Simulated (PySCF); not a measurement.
Computed shifts of a molecule C2H6AlBrO, PBE/pcSseg-1 (PySCF), GIAO, gas phase, equivalent atoms averaged, in ppm (number of nuclei): ¹³C: 58.9 (1), -10.4 (1). ¹H: 4.43 (3), 0.11 (3). References: ¹³C against TMS (σ = 182.0 ppm); ¹H against TMS (σ = 31.49 ppm); ¹⁷O against H2O (σ = 334.3 ppm), references at their B3LYP-D3(BJ)/def2-TZVP geometries, non-relativistic (without spin–orbit terms, shifts of atoms bonded to Cl or Br come out too high). The structure is a stationary point at B3LYP-D3(BJ)/def2-SVP. One conformer was computed; it need not be the lowest.

Q: Which structure fits?
A. C[CH2][Al]([OH])[Br]
B. C[O][Al]([CH3])[Br]
C. CC[O][AlH][Br]

A: B, C[O][Al]([CH3])[Br]
